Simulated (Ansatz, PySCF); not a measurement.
Spin states of H2MoO2 (SMILES [OH][Mo][OH]), each relaxed with B3LYP-D3(BJ)/def2-TZVP.
State 1 (charge 0, multiplicity 5):
```xyz
5

Mo     0.171    -0.666     0.032
O      1.489     0.320    -0.948
H      1.359     0.648    -1.846
O     -1.495    -0.362     0.929
H     -1.578     0.091     1.776
```
State 2 (charge 0, multiplicity 1):
```
atom    x (Å)    y (Å)    z (Å)
----  -------  -------  -------
Mo     0.3478  -0.1582   0.3148
O      1.3641   0.2095  -1.1639
H      1.4903   0.5047  -2.0678
O     -1.1568  -0.3023   1.3492
H     -2.0991  -0.2240   1.5105
```

Singlets are restricted, other states unrestricted; no spin–orbit coupling, no relativity up to Kr; see below for the cores. The largest T1 diagnostic is 0.026.

Correlated levels freeze the inner cores; with def2 sets outer-core shells near the valence are correlated too. CBS(a, b) extrapolates the correlation energy as X⁻³ and adds the Hartree–Fock energy of set b.

Programs: Ansatz (an electronic-structure program); PySCF for the dispersion terms.  In def2 rows elements past Kr take small-core potentials, without spin–orbit coupling.

```tsv
level	energy of the multiplicity-1 state less that of the multiplicity-5 state (kcal/mol)
PBE/def2-TZVPP	30.47
r2SCAN/def2-TZVPP	41.41
r2SCAN-D4/def2-TZVPP	41.41
PBE0-D4/def2-TZVPP	37.03
BHLYP-D3(BJ)/def2-TZVPP	31.89
BHLYP-D4/def2-TZVPP	31.83
B2PLYP-D3(BJ)/def2-TZVPP	26.65
CCSD/def2-TZVPP	34.31
CCSD(T)/CBS(def2-SVP, def2-TZVPP)	___
```

Problem. Complete the blanks.

Solution. 
- CCSD(T)/CBS(def2-SVP, def2-TZVPP), energy of the multiplicity-1 state less that of the multiplicity-5 state (kcal/mol): 28.46

Doubts at one or more of the structures used: a restricted determinant that unrestricted orbitals would lower (B2PLYP-D3(BJ)/def2-TZVPP, CCSD/def2-TZVPP, CCSD(T)/CBS(def2-SVP, def2-TZVPP)).
